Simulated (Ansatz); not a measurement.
Cs9⁻. The state is a singlet with charge -1. Geometry B3LYP/def2-SVPD.

```xyz
9

Cs   -2.875   -4.483    2.816
Cs    4.485    5.295   -3.772
Cs   -2.046    3.116    3.836
Cs    1.481   -1.169    3.386
Cs    2.371    3.212    0.841
Cs    0.026   -3.221   -6.428
Cs   -5.513   -0.524    4.828
Cs    0.635   -3.478   -1.087
Cs    1.438    1.252   -4.420
```

In the def2 sets Cs takes a core potential; there is no spin–orbit coupling. At HF/def2-TZVPD the restricted singlet is unstable: a solution with broken spin symmetry lies lower. The restricted singlet is unstable towards broken spin symmetry in Hartree–Fock (as tested in another run); at PBE/def2-TZVPD, BLYP/def2-TZVPD, r2SCAN/def2-TZVPD, ωB97X-V/def2-TZVPD this wasn't settled. Another isomer (singlet) lies 0.36 eV lower at PBE0/def2-TZVPD; other spin states weren't run for this one.

Problem. Estimate the orbital energies around the gap (eV) in Ansatz with HF/def2-TZVPD, PBE/def2-TZVPD, BLYP/def2-TZVPD, r2SCAN/def2-TZVPD, ωB97X-V/def2-TZVPD.

Solution. 
| orbital | HF/def2-TZVPD | PBE/def2-TZVPD | BLYP/def2-TZVPD | r2SCAN/def2-TZVPD | ωB97X-V/def2-TZVPD |
| --- | --- | --- | --- | --- | --- |
| HOMO−9 | -16.35 | -11.34 | -11.17 | -11.91 | -15.28 |
| HOMO−8 | -16.35 | -11.32 | -11.17 | -11.90 | -15.25 |
| HOMO−7 | -16.35 | -11.32 | -11.16 | -11.90 | -15.23 |
| HOMO−6 | -16.34 | -11.28 | -11.13 | -11.86 | -15.21 |
| HOMO−5 | -16.33 | -11.27 | -11.11 | -11.84 | -15.19 |
| HOMO−4 | -2.42 | -1.10 | -0.93 | -1.14 | -2.85 |
| HOMO−3 | -1.80 | -0.80 | -0.63 | -0.82 | -2.25 |
| HOMO−2 | -1.54 | -0.68 | -0.53 | -0.69 | -1.97 |
| HOMO−1 | -1.03 | -0.43 | -0.28 | -0.43 | -1.44 |
| HOMO | -0.93 | -0.36 | -0.21 | -0.36 | -1.34 |
| LUMO | 1.43 | 0.02 | 0.17 | 0.07 | 1.17 |
| LUMO+1 | 1.49 | 0.07 | 0.21 | 0.12 | 1.22 |
| LUMO+2 | 1.49 | 0.11 | 0.24 | 0.18 | 1.25 |
| LUMO+3 | 1.57 | 0.19 | 0.33 | 0.23 | 1.31 |
| LUMO+4 | 1.78 | 0.41 | 0.66 | 0.40 | 1.56 |
| LUMO+5 | 1.86 | 0.53 | 0.74 | 0.54 | 1.67 |
